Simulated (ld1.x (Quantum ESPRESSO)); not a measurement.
Results of a calculation; reference values are marked as such.
Pseudopotentials across the periodic table

Generated with ld1.x 7.5 (TM, RRKJ, ultrasoft, PAW), atompaw 4.2 or ONCVPSP 4.0.1. The cutoff is in Ry: for ld1.x and atompaw files where the sum of valence levels is converged to 10 mRy in a Bessel basis, for ONCV files where the hardest occupied wave has 1 mHa per electron of residual kinetic energy. The error is the largest all-electron minus pseudo excitation energy over each file’s own four to seven test configurations (ionisations up to +4, promotions, holes and added fractions of an electron), all of which were solved. The labels leave out finer settings (local radius, basis sizes, second energies), which also bear on the numbers. Spin-polarised tests are not counted. The rows are a selection from randomly drawn settings: files with unsolved tests, undetermined cutoffs or missed reference levels are left out.

A true bound ghost makes a file unfit for plane-wave use even where its test errors are small: the radial tests pick states by their node count and pass the ghost by.

| element | potential | cutoff (Ry) | largest error (meV) | bound ghosts |
| --- | --- | --- | --- | --- |
| Li | TM, revPBE, non-relativistic, rc 2.95/4.20/4.50 (spd), local s, core correction yes, reference 2s1 2p0 | 6 | -9.0 | none |
| C | TM, revPBE, scalar-relativistic, rc 0.80/2.15 (sp), local p, core correction no, reference 2s1.5 2p2.5 | 90 | +805 | none |
| V | PAW, PBE, scalar-relativistic, rc 2.85/3.10/2.55 (spd), local smoothed, core correction yes, reference 3d3 4s0 4p0 | 15 | -2733 | none |
| Te | TM, LDA (PZ), scalar-relativistic, rc 1.50/1.65/1.50 (spd), local smoothed, core correction yes, reference 4d10 5s2 5p4 | 100 | -275 | s, p |
| Tm | TM, LDA (PZ), scalar-relativistic, rc 1.65/1.75/3.10 (spd), local s, core correction yes, reference 5s2 5p6 5d0 6s0 6p0 | 55 | +669 | none |

Fill in the row for N: TM, PBE, scalar-relativistic, rc 0.95/1.55/1.30 (spd), local smoothed, core correction no, reference 2s2 2p3.

cutoff 55 Ry, largest error +723 meV, bound ghosts: none.
